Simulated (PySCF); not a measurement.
Computed shifts of a molecule C5H4F2, PBE0/pcSseg-1 in PySCF, GIAO, gas phase, atoms alike by connectivity averaged where their shifts nearly agree, in ppm (number of nuclei): ¹³C: 143.7 (1), 132.2 (1), 116.0 (1), 86.1 (1), 79.7 (1). ¹⁹F: -105.0 (2). ¹H: 6.57 (1), 6.47 (1), 6.13 (1), 2.98 (1). References: ¹³C against TMS (σ = 186.3 ppm); ¹⁹F against CFCl3 (σ = 167.2 ppm); ¹H against TMS (σ = 31.56 ppm), references at their B3LYP-D3(BJ)/def2-TZVP geometries, non-relativistic. Geometry optimised at PBE0-D3(BJ)/def2-SVP. Other conformers were not sampled.

Which structure fits?
A. C#CC(F)(F)C=C
B. C#CCC=C(F)F
C. C=CC(F)=C=CF
D. C=CC=C=C(F)F

A, C#CC(F)(F)C=C
